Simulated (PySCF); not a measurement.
A structure optimised at PBE0-D3(BJ)/def2-SVP, used in a PySCF frequency run:

```xyz
8

C     -1.5896    -1.2690     0.0000
Ge     0.0331    -0.2542     0.0000
F      1.0196    -0.6349     1.3612
F      1.0196    -0.6349    -1.3612
Cl    -0.2462     1.8566     0.0000
H     -2.1731    -1.0221     0.8971
H     -2.1731    -1.0221    -0.8971
H     -1.3445    -2.3400     0.0000
```

**Question.** Write its SMILES, formula and point group.

**Answer.** [CH3][Ge]([F])([F])[Cl], CH₃ClF₂Ge, Cs

**Question.** What are its rotational constants (standard atomic weights)?

**Answer.** 3.2815, 2.0866, 2.0042 GHz
